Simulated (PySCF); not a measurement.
Quadrupolar nuclei of `CC[C@H](OC)[SiH2]C=C=O` in NMR

Compound: C6H12O2Si.
Geometry (GFN2-xTB, Å), atoms numbered from 1 in this order:
```
atom  x, y, z in Å
C1    -2.210   -1.138   -0.347
C2    -1.641   -0.032    0.530
C3    -0.144    0.179    0.298
O4     0.165    0.533   -1.047
C5    -0.039    1.882   -1.376
Si6    0.981   -1.348    0.537
C7     2.739   -0.700    0.731
C8     3.006    0.549    0.565
O9     3.161    1.694    0.425
H10   -1.951   -0.951   -1.386
H11   -1.798   -2.102   -0.058
H12   -3.293   -1.180   -0.259
H13   -1.789   -0.272    1.585
H14   -2.176    0.900    0.327
H15    0.189    0.991    0.964
H16    0.550    2.539   -0.725
H17    0.295    2.003   -2.406
H18   -1.094    2.167   -1.305
H19    0.623   -2.082    1.761
H20    0.902   -2.207   -0.646
H21    3.517   -1.409    0.935
```

Computed at PBE0/pcSseg-1 (PySCF, non-relativistic):

```json
{"atom": "O4", "environment": "ether oxygen", "nucleus": "17O", "spin I": "5/2", "Q (b)": "-0.0256", "CQ = χzz (MHz)": "-12.195", "η": "0.924"}
{"atom": "O9", "environment": "oxygen bonded to C", "nucleus": "17O", "spin I": "5/2", "Q (b)": "-0.0256", "CQ = χzz (MHz)": "5.882", "η": "0.225"}
```

Question: Recover the principal values of the field gradient from CQ = 234.96 MHz × Q × Vzz, η = (Vxx − Vyy)/Vzz and a zero trace.

Answer: The tensor is traceless, so η fixes the two smaller values:

```
atom  Vxx (au)  Vyy (au)  Vzz (au)  Vzz (10²¹ V/m²)
  O4    -0.077    -1.951     2.027            19.70
  O9     0.379     0.599    -0.978            -9.50
```

Question: At 18.8 T, set νQ = 3|CQ|/[2I(2I − 1)] beside the Larmor frequency (|g| × 7.62259 MHz/T × B; g(17O) = −0.75752), and give PQ = |CQ|√(1 + η²/3).

Answer: 
```
atom  PQ (MHz)  νQ (MHz)  ν0 (MHz)  νQ/ν0
  O4     13.82     1.829    108.56  0.017
  O9     5.931     0.882    108.56  0.008
```

For O4: PQ = 12.19 × 1.1335, νQ = 12.19 × 0.1500, ν0 = 5.7742 MHz/T × 18.8 T.

Question: For half-integer spins with νQ below a tenth of ν0, find the second-order shift of the centre of gravity of the central transition at 18.8, 23.5 and 28.2 T.

Answer: δ = −(3/40)(PQ/ν0)² [I(I + 1) − 3/4]/[I²(2I − 1)²], in ppm:

```csv
site,18.8 T,23.5 T,28.2 T
17O at O4,-97.3,-62.3,-43.2
17O at O9,-17.9,-11.5,-7.96
```

Question: In the extreme-narrowing limit, with isotropic tumbling and one correlation time, the quadrupolar linewidth goes as PQ². What relative widths follow for the 17O sites?

Answer: O4 1, O9 0.18, with O4 as 1.

Question: Quadrupolar 1/T1 and linewidth for τc = 15 ps (extreme narrowing, isotropic tumbling)?

Answer: Rate = (3π²/10) PQ² τc (2I + 3)/[I²(2I − 1)], the same for T1 and T2; width = rate/π.

```
     site  spin factor (2I + 3)/[I²(2I − 1)]  1/T1 (s⁻¹)  T1 (ms)  linewidth (Hz)
17O at O4                              0.320        2720    0.368             864
17O at O9                              0.320         500        2             159
```

The couplings are those of the rigid, isolated species; surroundings and motion change them. GFN2-xTB bond lengths can be off by several hundredths of an ångström, more for odd bonds, and the gradients follow them. With a basis this small, the couplings can be 20 % off.

One conformer stands for the species.
